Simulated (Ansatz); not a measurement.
C2H4O2, triplet, at a GFN2-xTB geometry (a higher spin typed on purpose: for a closed-shell molecule this is an excited state); CASSCF(2,3)/STO-3G (Ansatz, a quantum-chemistry and plane-wave program).

Here is a job for Ansatz.
Ansatz 0.2 input:
```yaml
crystal:
  periodic: [false, false, false]
  atoms:
    - {symbol: C, position_ang: [-1.40558956, -0.23252543, 0.36488159]}
    - {symbol: O, position_ang: [-0.14428792, -0.85389520, 0.15637384]}
    - {symbol: C, position_ang: [0.92828655, -0.02252752, -0.01088862]}
    - {symbol: O, position_ang: [0.98491682, 1.05055034, -0.70706714]}
    - {symbol: H, position_ang: [-1.56861993, 0.54297538, -0.38875152]}
    - {symbol: H, position_ang: [-2.14607910, -1.02657899, 0.28131666]}
    - {symbol: H, position_ang: [-1.46836334, 0.21659235, 1.36190653]}
    - {symbol: H, position_ang: [1.32184935, 0.22408790, 1.02711683]}
basis:
  gaussian:
    orbitals: STO-3G
hamiltonian:
  xc: hf
correlation: {active_space: {window: {electrons: 2, orbitals: 3}}}
magnetization: {spin_polarized: false, initial_magnetization: 2}
```

Task: Predict the main parts of the log of this Ansatz run.

Result: 
```
Functional definition: HF
344 factors; integrals over basis functions are off by at most 3.0e-5 eV
mean field evaluation 1: about -6107.8166 eV, gradient 2.8e1 eV
mean field evaluation 2: about -6108.0519 eV, gradient 2.8e1 eV
mean field evaluation 4: about -6113.4991 eV, gradient 7.4e0 eV
mean field evaluation 8: about -6114.8209 eV, gradient 3.2e-1 eV
mean field evaluation 16: about -6114.8254 eV, gradient 1.3e-6 eV
mean field evaluation 32: about -6114.4679 eV, gradient 6.9e0 eV
mean field -6114.82542915 eV, -224.7156897436 hartree, gradient 4.0e-6 eV, S^2 2.000000; 5 other end points of the search recorded, 0 dependent functions left out
reference -6114.82542915 eV, -224.7156897436 hartree; 17, 15 occupied and 7, 9 virtual orbitals, 344 factors
state -6114.82542915 eV, -224.7156897436 hartree
Total energy: -6114.82542915 eV, -224.7156897436 hartree
```
